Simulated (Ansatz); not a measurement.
Species: WH$_{5}$, net charge 1, singlet state. The spin state was set by rule; other spins were not relaxed. SMILES of the parent species: [WH5]
Structure (B3LYP-D3(BJ)/def2-TZVP (Ansatz, an electronic-structure program) minimum search):
```xyz
6

W     -0.0106     0.0095    -0.0166
H      0.7229     1.2607    -0.8951
H     -0.1255     0.5738     1.5548
H      0.7935    -0.7077     1.2359
H     -1.5737    -0.5019    -0.4300
H      0.9709    -1.3278    -0.2380
```
Charge +1, spin multiplicity 1.

Parts of the frozen-core correlation energy in def2-SVP (Ansatz, hartree). Frozen orbitals: 4; correlated occupied orbitals by spin: 5 and 5; virtual: 48 and 48. Spin-orbit coupling is left out. Past Kr the def2 sets carry scalar-relativistic core potentials.

| term | value |
|---|---|
| reference (HF) | -68.83033 |
| MP2 opposite-spin | -0.16930 |
| MP2 same-spin | -0.03725 |
| CCSD correlation | -0.23950 |
| (T) | -0.00815 |
| CCSDT minus CCSD(T) | -0.00106 |
| T1 diagnostic | 0.031 |
| largest doubles amplitude | 0.059 |
